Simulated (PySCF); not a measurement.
C5H13NSi2.
SMILES: `C=CCN1[SiH2]CC[SiH2]1`

Method: TDDFT PBE0/def2-SVPD, vertical, gas phase, core orbitals frozen in the response (PySCF). Isolated species at its PBE0-D3(BJ)/def2-SVP geometry (one conformer only).

Each state is given a Gaussian of 0.5 eV full width at half maximum, with ε(max) = 2.175×10⁸ f / Δν̃ (Δν̃ the width in cm⁻¹). The width is an assumption, not a result. The curve ends short of the highest state used, and states not computed would add to its high-energy end.

(λ (nm), ε (L mol⁻¹ cm⁻¹)): (184.4, 4232), (187.8, 1764), (191.2, 793), (194.6, 574), (198.0, 627), (201.4, 712), (204.7, 729), (208.1, 697), (211.5, 712), (214.9, 864), (218.3, 1147), (221.6, 1438), (225.0, 1613), (228.4, 1574), (231.8, 1340), (235.2, 1004), (238.6, 668), (241.9, 406), (245.3, 220), (248.7, 109), (252.1, 50), (255.5, 21), (258.9, 8), (262.2, 3)

Q: Locate the maxima and give the states behind the curve.

A: 226 nm (5.48 eV), ε about 1600, made up of S1 (99%); 204 nm (6.08 eV), ε about 730, made up of S2 (64%) and S3 (30%) (ε in L mol⁻¹ cm⁻¹; maxima over ε = 5, shares over 10%). At its high-energy end, 6.72 eV, the curve is still rising (ε about 4100, from S5, S6 and S8). The states used: S1 5.48 eV (f 0.030); S2 6.04 eV (f 0.0088); S3 6.20 eV (f 0.0047); S4 6.52 eV (f 0.0029); S5 6.89 eV (f 0.026); S6 7.05 eV (f 0.136); S7 7.13 eV (f 0.018); S8 7.16 eV (f 0.103); S9 7.26 eV (f 0.0091); S10 7.32 eV (f 0.034).

Q: Coming from long wavelengths, where does ε first pass 100 L mol⁻¹ cm⁻¹?

A: At about 249 nm (4.98 eV), 0.50 eV below S1.

Q: On this curve, what absorbance would a 10⁻⁵ mol/L sample give at 248 nm over a 1 cm path?

A: 248 nm is 4.999 eV, where ε is about 130 L mol⁻¹ cm⁻¹, so A = ε c l ≈ 0.0013 (Beer–Lambert, with the gas-phase spectrum and the assumed width).

Q: What would ε be at 5.48 eV, the highest of these maxima, with half the width (0.25 eV)?

A: About 3220 L mol⁻¹ cm⁻¹ against 1630, a factor of about 1.98; a lone state at its own centre would give exactly 2.

The vertical ionisation energy (ΔSCF) is 8.39 eV, 1.06 eV above S10.
